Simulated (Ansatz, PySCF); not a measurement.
C3H8NO, SMILES C[NH+](C)C=O, charge +1.

The structure is a stationary point at ωB97X-D3(BJ)/def2-SVP. The isomer is the one that the SMILES or the coordinates give; other isomers of the formula were not compared. One conformer was computed; it need not be the lowest.

Vertical ionisation energy (IE) and electron affinity (EA) in eV. Rows of orbital energies are one-electron estimates. Where ΔSCF, EOM or ADC give a negative EA the extra electron is unbound and the value depends on the basis.

| level | IE | EA |
|---|---|---|
| −ε(HOMO), −ε(LUMO), r2SCAN/def2-TZVP (PySCF) | ? | ? |
| ΔSCF, PBE0/def2-TZVPD (Ansatz), final states of multiplicity 2 and 2 | 16.63 | 4.43 |

Some entries are withheld; supply them. (An estimate is asked for; the answer gives what the named calculation found.)


- −ε(HOMO), −ε(LUMO), r2SCAN/def2-TZVP (PySCF), IE: 12.95
- −ε(HOMO), −ε(LUMO), r2SCAN/def2-TZVP (PySCF), EA: 7.69

What vertical singlet–triplet gap does ΔSCF give with PBE0/def2-TZVPD (Ansatz, a quantum-chemistry and plane-wave program)? (The exact figures need the calculation; the answer reports its results.)

4.26 eV (triplet above singlet where positive).
